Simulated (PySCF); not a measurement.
**Shapes and spin states of RuHCl**

All numbers come from PySCF, PBE0, basis Ru def2-TZVP with ECP28, H def2-TZVP, Cl def2-TZVP (scalar-relativistic core potentials, no spin–orbit coupling, density fitting).

Relaxations began from a few typed shapes and spin states; open shells are unrestricted. The search is not exhaustive: other isomers or separated fragments can lie lower, and high-lying points may rest on an excited occupation.

Task: Order these stationary points by electronic energy, lowest first, in kJ/mol from the lowest minimum.
A. singlet (closed shell, unstable to spin polarisation) C∞v: Ru–Cl 2.250 Å, Ru–H 1.653 Å; Cl–Ru–H 180.0°
B. triplet Cs: Ru–Cl 2.197 Å, Ru–H 1.552 Å; Cl–Ru–H 99.0°
C. quintet Cs: Ru–Cl 2.260 Å, Ru–H 1.674 Å; Cl–Ru–H 158.1°
D. broken-symmetry Ms = 0 (⟨S²⟩ 1.01) Cs: Ru–Cl 2.190 Å, Ru–H 1.547 Å; Cl–Ru–H 99.3°
E. broken-symmetry Ms = 0 (⟨S²⟩ 1.00) Cs: Ru–Cl 2.184 Å, Ru–H 1.541 Å; Cl–Ru–H 97.1°
F. quintet C∞v: Ru–Cl 2.267 Å, Ru–H 1.682 Å; Cl–Ru–H 180.0°
G. quintet Cs: Ru–Cl 2.258 Å, Ru–H 1.667 Å; Cl–Ru–H 152.7°

Result: G (0.0), C (1.0), F (2.9), B (10.6), D (45.2), E (48.0), A (246.5).

Task: Which of them are minima?

Result: By energy in kJ/mol, 0.0: minimum; 1.0: minimum; 2.9: saddle point, 2 imaginary modes; 10.6: minimum; 45.2: minimum; 48.0: minimum; 246.5: saddle point, 1 imaginary mode.

For the lowest minimum: other spin states or occupations of the open shell can lie lower.

The electron or spin density has lower symmetry than the nuclear frame for the broken-symmetry Ms = 0 (⟨S²⟩ 1.01) Cs at 45.2 kJ/mol, singlet (closed shell, unstable to spin polarisation) C∞v at 246.5 kJ/mol.
